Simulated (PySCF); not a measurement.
C3H9BO2, SMILES COCB(C)O. Atoms are numbered in the order given.

```xyz
15

C      2.5583    -0.7594    -0.0178
O      1.4403     0.0769     0.0348
C      0.2291    -0.6254    -0.0624
B     -1.0470     0.3010     0.0267
C     -2.4804    -0.3101    -0.2370
O     -0.8571     1.6143     0.3122
H      2.5659    -1.4982     0.8123
H      3.4581    -0.1315     0.0641
H      2.6097    -1.3282    -0.9711
H      0.1415    -1.3957     0.7446
H      0.1790    -1.2228    -1.0055
H     -2.5444    -1.3821     0.0093
H     -3.2913     0.2150     0.2955
H     -2.7049    -0.2295    -1.3170
H     -1.6861     2.1076     0.3609
```
Charge 0, spin multiplicity 1.

Geometry optimised at r2SCAN-D4/def2-SVP. The structure was generated by enumeration, and PubChem lists no compound with its InChIKey, so it may never have been made. One conformer was computed; it need not be the lowest.

Level of theory: PBE/def2-TZVP run with PySCF.

The molecule is in vacuum.

Question: Estimate the frontier levels, gap, dipole moment and polarisability. (Estimate from the structure and the level; the computed values follow.)

Answer: 
```json
{
 "highest_occupied_level": "-5.64 eV",
 "lowest_empty_level": "-0.45 eV",
 "orbital_gap": "5.19 eV",
 "dipole_moment": "1.76 D",
 "quadrupole, principal values (traceless, Buckingham form, about the centre of nuclear charge)": "-6.69, -2.85, 9.53 D·Å",
 "mean_static_polarisability": "63.1 bohr³ (9.35 Å³)",
 "polarisability_principal_values": "51.8, 61.6, 75.8 bohr³"
}
```
